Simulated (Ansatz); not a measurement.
Mulliken charges of `C[SiH](F)I` from ωB97M-V/def2-TZVPP in Ansatz (PBE0-D4/def2-TZVP geometry).

| atom | x (Å) | y (Å) | z (Å) | charge (e) |
| --- | --- | --- | --- | --- |
| C1 | -0.168 | 0.993 | 0.186 | -0.437 |
| Si2 | 0.335 | -0.741 | -0.199 | 0.530 |
| F3 | 1.274 | -1.292 | 0.968 | -0.299 |
| I4 | -1.619 | -2.189 | -0.333 | -0.157 |
| H5 | -0.803 | 1.389 | -0.610 | 0.132 |
| H6 | -0.725 | 1.034 | 1.124 | 0.135 |
| H7 | 0.718 | 1.627 | 0.276 | 0.129 |
| H8 | 1.081 | -0.878 | -1.468 | -0.033 |

Question: By hand: the dipole of these point charges (1 e Å = 4.8032 D).

Answer: Σ q r = (-0.023, 0.465, -0.269) e Å, of length 0.538 e Å = 2.58 D.

Question: How does the dipole of the full density compare? (An estimate is asked.)

Answer: The calculation gave: (0.004, 0.413, -0.116) e Å, 2.06 D; the point charges give 1.25 times that, at 15° from its direction.

Point charges leave out the atoms' own dipoles, such as those of lone pairs, and Mulliken's split depends on the basis, so the two needn't agree.
